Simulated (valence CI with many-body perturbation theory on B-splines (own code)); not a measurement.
Which ion has this spectrum?

A relativistic CI+MBPT calculation for an atom or ion with 34 electrons gives these levels (cm⁻¹):

| J | Parity | E | g |
| --- | --- | --- | --- |
| 2 | even | 0 | 1.35 |
| 0 | even | 60192 |  |
| 1 | even | 427108 | 1.50 |
| 2 | even | 458791 | 1.14 |
| 0 | even | 911099 |  |
| 2 | odd | 1028181 | 1.20 |
| 1 | odd | 1039380 | 1.18 |
| 0 | odd | 1055274 |  |
| 3 | odd | 1059910 | 1.15 |
| 2 | odd | 1066491 | 1.28 |
| 4 | odd | 1140259 | 1.28 |
| 1 | odd | 1185601 | 1.31 |
| 2 | odd | 1204625 | 1.33 |
| 3 | odd | 1227983 | 1.15 |

The energies are calculated, and their last digits are not significant.

(1) Which is it?
A. Tm35+
B. Ho33+
C. Er34+
D. Yb36+

Answers

(1) B. Ho33+, ground level (4s^2 4p1/2^2 4p3/2^2) J=2.
